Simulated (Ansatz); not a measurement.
Geometry optimisation, RHF/def2-SVP (Ansatz).

Input:

```yaml
crystal:
  periodic: [false, false, false]
  atoms:
    - { symbol: In, position_ang: [-0.011227, -0.94347, 0.457789] }
    - { symbol: S, position_ang: [0.697896, 2.211872, -1.46703] }
    - { symbol: O, position_ang: [0.189957, -0.499714, 2.363812] }
    - { symbol: O, position_ang: [1.170947, -2.220568, -0.456126] }
    - { symbol: H, position_ang: [-0.513507, 1.614522, -1.448952] }
    - { symbol: O, position_ang: [-1.619462, -0.135355, -0.511356] }
    - { symbol: H, position_ang: [0.429066, 3.027005, -0.444181] }
    - { symbol: H, position_ang: [0.929784, -0.847754, 2.836627] }
    - { symbol: H, position_ang: [1.041435, -2.388105, -1.376511] }
    - { symbol: H, position_ang: [-2.31489, 0.181667, 0.045728] }
basis:
  gaussian: { orbitals: def2-SVP }
hamiltonian:
  xc: hf
relax:
  f_tol: 0.03
  max_steps: 50
```

Command:

```bash
$ ansatz run input.yaml --threads 2 --pin off --max-ram 3072MiB --backend cpu --events-out ev --progress --plain --runs-dir out
```

**Question.** Where does it end, and by what steps?

**Answer.** The run converged. After 15 steps the energy has fallen by 0.254 eV; H7 moved furthest, 0.89 Å. Joined: In1–S2.

```csv
step,energy less start (eV),largest force component (eV/Å),accepted
0,0.0000,0.804,yes
1,-0.0673,0.679,yes
2,-0.1369,0.591,yes
3,-0.1755,0.806,yes
4,-0.2003,0.564,yes
5,-0.2278,0.358,yes
6,-0.2446,0.151,yes
7,-0.2439,0.274,no
8,-0.2491,0.075,yes
9,-0.2481,0.129,no
10,-0.2511,0.051,yes
11,-0.2528,0.056,yes
12,-0.2535,0.078,yes
13,-0.2538,0.062,yes
14,-0.2535,0.052,no
15,-0.2542,0.021,yes
```

```xyz
10
Properties=species:S:1:pos:R:3
In -0.039 -0.674 0.197
S 0.800 1.787 -1.065
O 0.303 0.044 2.018
O 1.171 -2.064 -0.527
H -0.478 2.035 -1.371
O -1.848 -0.386 -0.587
H 0.770 2.425 0.110
H 0.986 -0.354 2.535
H 0.915 -2.523 -1.312
H -2.580 -0.289 0.002
```

Time of the run: 35 s on 2 threads of Arm Neoverse V1 (shared host), peak memory 0.25 GiB.
